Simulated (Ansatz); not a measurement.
`F[SiH2][BH][SnH3]` + H–F → `[F][SnH3]` + `B[SiH2]F` at 400 K and 1 bar (cleavage of the Sn–B bond).

Isolated molecules relaxed with PBE0-D4/def2-TZVP in Ansatz; ΔE leaves out vibrations. CBS: MP2 limit from def2 TZ/QZ plus the TZ coupled-cluster correction, frozen cores. This one scheme is used for every species. def2 core potentials past Kr. For Sn outer-core shells are correlated without core-valence functions, which leaves a few kJ/mol of doubt a bond. One conformer a species, not always the lowest.

| species | CCSD(T)/CBS energy (Eh) | H − E (kJ/mol) | S (J/(mol·K)) |
| --- | --- | --- | --- |
| `F[SiH2][BH][SnH3]` | -631.29744 | 172.0 | 425.2 |
| H–F | -100.39570 | 36.5 | 182.2 |
| `[F][SnH3]` | -315.62493 | 76.6 | 283.1 |
| `B[SiH2]F` | -416.08532 | 126.8 | 313.4 |

H − E and S are ideal-gas, rigid-rotor, harmonic terms from PBE0-D4/def2-TZVP, for one conformer and one mirror image of each species. 1 Eh = 2625.50 kJ/mol, R = 8.31446 J/(mol·K).

By hand: ΔE, ΔH, ΔS and ΔG.

ΔE = (-315.62493) + (-416.08532) − (-631.29744) − (-100.39570) = -0.01711 Eh = -44.9 kJ/mol. Δ(H − E) = 76.6 + 126.8 − 172.0 − 36.5 = -5.1, so ΔH = -50.0 kJ/mol. ΔS = 283.1 + 313.4 − 425.2 − 182.2 = -10.9 J/(mol·K). ΔG = -50.0 − 400 × (-10.9)/1000 = -45.6 kJ/mol.

By hand: the equilibrium constant, and the temperature at which ΔG would vanish if ΔH and ΔS stayed fixed.

log₁₀ K = −ΔG/(RT ln 10) = 6.0. ΔG = 0 at ΔH/ΔS = 4587 K, far beyond where these terms or the molecules hold.

The number of gas molecules stays the same, so ΔS is small and ΔH decides. A doubt of 5 kJ/mol in ΔE shifts log₁₀ K by 0.7 here. Other conformers and mirror images would add mixing entropy, several J/(mol·K) or more a flexible species. Modes under 60 cm⁻¹, often nearly free rotors, make the harmonic entropy too high. These are equilibria of isolated gas molecules and say nothing of rates. Largest T1 diagnostic: 0.014 (customary marks: 0.02 for closed shells, 0.045 for open ones).
